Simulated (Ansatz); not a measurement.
Pulling on the Mg1–F2 bond in F2Mg (SMILES [F][Mg][F]) (multiplicity 1 held, fragments rigid). Energies count from the point at 1.751 Å.
Geometry at that point (charge 0, multiplicity 1):
```xyz
3

Mg     0.0000     0.0000     0.0000
F      0.0000     0.0000     1.7510
F      0.0000     0.0000    -1.7510
```

R- and RO- levels are restricted; in cc, def2 and unpolarised 6-31G sets they are followed outwards from rest. U- levels take the lowest unrestricted solution at each point, which mixes spins at long bonds. Curves can end on different states.

Frozen-core correlation.

The values were computed with Ansatz (Gaussian orbitals). Each number belongs to the level named beside it.

Energies in eV.

```csv
R (Å),U-HF/def2-SVPD,R-MP2/def2-SVPD,U-MP2/def2-SVPD,R-SCS-MP2/def2-SVPD
1.401,2.65,2.95,2.95,2.93
1.576,0.45,0.59,0.59,0.58
1.751,0.00,0.00,0.00,0.00
1.926,0.28,0.16,0.16,0.17
2.101,0.85,0.63,0.63,0.64
2.364,1.85,1.50,1.50,1.52
2.627,2.79,2.37,2.37,2.39
3.064,4.05,3.63,5.24,3.66
3.502,4.24,4.62,5.96,4.66
4.027,4.29,5.54,6.15,5.57
4.728,4.31,6.42,6.21,6.45
5.603,4.32,7.14,6.22,7.18
```

Doubts at one or more of the structures used: a spin-contaminated determinant (U-HF/def2-SVPD, U-MP2/def2-SVPD); a restricted determinant that unrestricted orbitals would lower (R-MP2/def2-SVPD, R-SCS-MP2/def2-SVPD).

Ansatz is a program for electronic structure.
